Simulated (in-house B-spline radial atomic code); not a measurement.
Results of a calculation; reference values are marked as such.
# Weak and strong correlation along the adiabatic connection

Two-electron singlets in several external potentials (atomic units), by full CI in B-splines with partial waves to l = 8 (correlation energies up to 0.6 % small). The repulsion is scaled by λ at fixed density; W(λ) is the mean repulsion less the Hartree energy, W(0) = E_x, and the area under W from 0 to 1 is E_xc.

Relative drop (W(λ) − E_x)/E_x:

```tsv
system	λ = 0.12	λ = 0.25	λ = 0.4	λ = 0.6	λ = 0.8	λ = 1
ω²r²/2 − Z/r, ω = 0.0771, Z = 1	0.0256	0.0500	0.0746	0.1027	0.1264	0.1466
ω²r²/2 − Z/r, ω = 0.0426, Z = 0.7	0.0434	0.0816	0.1171	0.1538	0.1820	0.2042
ω²r²/2 − Z/r, ω = 0.107, Z = 0.5	0.0340	0.0647	0.0941	0.1257	0.1511	0.1719
ω²r²/2, ω = 0.606	0.0202	0.0399	0.0603	0.0841	0.1045	0.1224
−Z exp(−kr)/r, Z = 7.99, k = 1.07	0.0024	0.0049	0.0078	0.0116	0.0154	0.0190
−V exp(−r²/w²), V = 4.88, w = 2.05	0.0138	0.0276	0.0425	0.0605	0.0768	0.0915
−Z/r, Z = 0.917, wall at 0.997 bohr	0.0066	0.0136	0.0213	0.0312	0.0405	0.0494
```

Q: Order the systems by how far second-order (GL2) theory, half the initial slope (estimated from the first points of each curve), overshoots the correlation energy, least first.
A. ω²r²/2 − Z/r, ω = 0.0426, Z = 0.7
B. −V exp(−r²/w²), V = 4.88, w = 2.05
C. ω²r²/2 − Z/r, ω = 0.0771, Z = 1
D. −Z/r, Z = 0.917, wall at 0.997 bohr
E. ω²r²/2, ω = 0.606
F. −Z exp(−kr)/r, Z = 7.99, k = 1.07
G. ω²r²/2 − Z/r, ω = 0.107, Z = 0.5

A: F (GL2/E_c = 1.03), D (GL2/E_c = 1.09), B (GL2/E_c = 1.19), E (GL2/E_c = 1.28), C (GL2/E_c = 1.35), G (GL2/E_c = 1.51), A (GL2/E_c = 1.59).

Q: What else changes along this order?

A: The ratio follows the bend of the curve. With it the leading natural occupation goes from 1.999 to 1.861 and −T_c/E_c from 0.97 to 0.63 between the first and the last.
